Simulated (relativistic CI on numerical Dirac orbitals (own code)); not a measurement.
# Dy2+: N4,5 absorption edge

Computed with this model: Dirac-Coulomb-Breit CI, KLI orbitals optimised for each configuration, model QED, valence Slater integrals scaled by 0.8, multiplet model of core-to-valence dipole absorption; configurations [Xe] 4f10 → [Kr] 4d9 4f11 5s2 5p6; 300 K; Lorentzian 0.3 eV and Gaussian 0.2 eV FWHM. Energies are those of the free ion, without screening or charge transfer. The branching ratio is the share of the lower-energy edge in the whole absorption, uncertain by about 0.02 where the edges overlap. S is read from ⟨S²⟩ = S(S + 1).

free ion: ground-state S = 1.94, centroid 161.93 eV. Peaks (eV, height): 151.9 (11), 152.8 (13), 154.8 (10), 157.8 (6), 159.7 (61), 160.7 (12), 161.9 (35), 162.7 (11), 163.3 (15), 166.1 (100), 167.1 (15).

Strongest unbroadened transitions for free ion:

```csv
Energy (eV),Relative strength
151.94,10.6
152.83,11.8
154.83,9.8
156.03,3.0
157.79,4.9
159.27,18.9
159.74,57.9
160.74,8.8
161.53,18.1
161.90,28.2
162.12,2.8
162.70,7.7
163.29,11.6
163.37,1.5
166.13,100.0
166.73,4.0
167.09,10.1
167.48,4.5
```
